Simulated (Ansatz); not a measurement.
(SrS)n off: PBE-D4/def2-SVP single points in Ansatz on relaxed structures, gas phase. Each cluster is the lowest isomer that a short search found in that spin, judged at the geometry's level, and lower ones may exist. Core potentials for Sr, no spin–orbit coupling. Binding counts from free atoms in the multiplicity of their measured ground term, without zero-point energy. Singlets are spin-restricted. The structures are stationary points that may keep the symmetry of their start. Remarks come from the PBE and PBE0 runs and from stability tests at other levels; not every state was tested.

| species | atoms | state | geometry | HOMO (eV) | LUMO (eV) | gap (eV) | binding per atom (eV) | point group (within 0.1 Å) | remarks |
| --- | --- | --- | --- | --- | --- | --- | --- | --- | --- |
| SrS2 | 3 | singlet | PBE0-D4/def2-TZVP | -3.35 | -2.66 | 0.68 | 2.59 | C2v | – |
| Sr2S3 | 5 | singlet | B3LYP-D4/def2-SVP | -4.06 | -2.00 | 2.06 | 3.25 | C2v | – |
| Sr5S4 | 9 | singlet | PBE0-D4/def2-SVP | -2.83 | -1.78 | 1.05 | 3.43 | Cs | restricted SCF unstable in HF |

Question: Estimate the rows for Sr3S4 (singlet, PBE-D4/def2-SVP geometry).

Answer: 
```tsv
species	atoms	state	geometry	HOMO (eV)	LUMO (eV)	gap (eV)	binding per atom (eV)	point group (within 0.1 Å)
Sr3S4	7	singlet	PBE-D4/def2-SVP	-4.04	-2.18	1.86	3.39	–
```

The gap (eV) runs from 0.68 (SrS2) to 2.06 (Sr2S3). It doesn't follow size steadily. The binding per atom (eV) runs from 2.59 (SrS2) to 3.43 (Sr5S4). It rises with size.
